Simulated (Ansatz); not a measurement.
`O[Si](F)(Br)Br` + H₂O → `O[Si](O)(Br)Br` + H–F at 600 K and 1 bar (formal hydrolysis of the Si–F bond).

Calculated with Ansatz (gas phase, PBE0-D4/def2-TZVP geometries, no zero-point term in ΔE). CCSD(T)/CBS is the MP2 limit (def2-TZVPP, def2-QZVPP) plus CCSD(T) − MP2 in def2-TZVPP, frozen cores. This one scheme is used for every species. For Br outer-core shells are correlated without core-valence functions, which leaves a few kJ/mol of doubt a bond. Scalar relativity is left out up to krypton. Each species was taken in one conformer, which may not be the lowest.

```json
{"species": "`O[Si](F)(Br)Br`", "CCSD(T)/CBS energy (Eh)": "-5611.50823", "H − E (kJ/mol)": "105.3", "S (J/(mol·K))": "439.3"}
{"species": "H₂O", "CCSD(T)/CBS energy (Eh)": "-76.37941", "H − E (kJ/mol)": "76.8", "S (J/(mol·K))": "212.8"}
{"species": "`O[Si](O)(Br)Br`", "CCSD(T)/CBS energy (Eh)": "-5587.47927", "H − E (kJ/mol)": "140.5", "S (J/(mol·K))": "456.5"}
{"species": "H–F", "CCSD(T)/CBS energy (Eh)": "-100.39570", "H − E (kJ/mol)": "42.3", "S (J/(mol·K))": "194.0"}
```

H − E and S are ideal-gas, rigid-rotor, harmonic terms from PBE0-D4/def2-TZVP, for one conformer and one mirror image of each species. 1 Eh = 2625.50 kJ/mol, R = 8.31446 J/(mol·K).

**Question.** By hand: ΔE, ΔH, ΔS and ΔG.

**Answer.** ΔE = (-5587.47927) + (-100.39570) − (-5611.50823) − (-76.37941) = 0.01267 Eh = 33.3 kJ/mol. Δ(H − E) = 140.5 + 42.3 − 105.3 − 76.8 = 0.7, so ΔH = 34.0 kJ/mol. ΔS = 456.5 + 194.0 − 439.3 − 212.8 = -1.6 J/(mol·K). ΔG = 34.0 − 600 × (-1.6)/1000 = 35.0 kJ/mol.

**Question.** By hand: the equilibrium constant, and the temperature at which ΔG would vanish if ΔH and ΔS stayed fixed.

**Answer.** log₁₀ K = −ΔG/(RT ln 10) = -3.0. ΔH and −TΔS have one sign here, so there is no such temperature.

The number of gas molecules stays the same, so ΔS is small and ΔH decides. A doubt of 5 kJ/mol in ΔE shifts log₁₀ K by 0.4 here. Other conformers and mirror images would add mixing entropy, several J/(mol·K) or more a flexible species. These are equilibria of isolated gas molecules and say nothing of rates. Largest T1 diagnostic: 0.009 (customary marks: 0.02 for closed shells, 0.045 for open ones).

ΔS is within the doubt of such terms, so its sign, and with it that verdict, could turn.
